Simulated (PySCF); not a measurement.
Which determinant of InC lies lowest?

Unrestricted PBE0; In x2c-TZVPPall, C x2c-TZVPPall; spin-free X2C with a Gaussian nucleus (PySCF 2.14). Outer shells of the fragments: In 4d10 5s2 5p1; C 2s2 2p2.

Followed along the bond (rough minima from three points):

```
2Ms+1   unpaired  ⟨S²⟩ at the start  R at minimum (Å)  Te (eV)
    4  σ ↑, π ↑↑               3.76              2.21     0.00
    2  σ ↓, π ↑↑               1.77              2.19     0.55
    2  σ ↑, π ↑↓               1.76              2.20     0.60
    2        π ↑               0.85              2.05     1.58
```

Solutions found at the starting distance of 2.100 Å, counted from the lowest of them; the search is not exhaustive and high or unbound solutions are not listed, so other states can lie among these:

| 2Ms+1 | unpaired | term | E (eV) | ⟨S²⟩ | ⟨Lz²⟩ | μ (D) |
| --- | --- | --- | --- | --- | --- | --- |
| 4 | σ ↑, π ↑↑ | ⁴Σ⁻ | 0.00 | 3.76 | 0.00 | -2.37 |
| 2 | σ ↓, π ↑↑ | mixed | 0.54 | 1.77 | 0.00 | -2.72 |
| 2 | σ ↑, π ↑↓ | mixed | 0.60 | 1.76 | 2.01 | -2.50 |
| 2 | π ↑ | ²Π | 1.54 | 0.85 | 1.01 | -3.68 |
| 2 | σ ↑ | mixed | 1.68 | 0.76 | 2.00 | -2.24 |
| 2 | π ↑ | ²Π | 1.82 | 0.75 | 1.00 | -1.10 |
| 4 | π ↑↑↑ | ⁴Π | 3.06 | 3.76 | 1.00 | -1.15 |
| 4 | σ ↑, π ↑↑ | mixed | 3.74 | 3.76 | 2.01 | 0.78 |

A term symbol is given only where ⟨S²⟩ and ⟨Lz²⟩ are close to those of a pure state; real π, δ and φ orbitals otherwise mix terms. A positive dipole means In(−)C(+).

Spin–orbit coupling is left out.
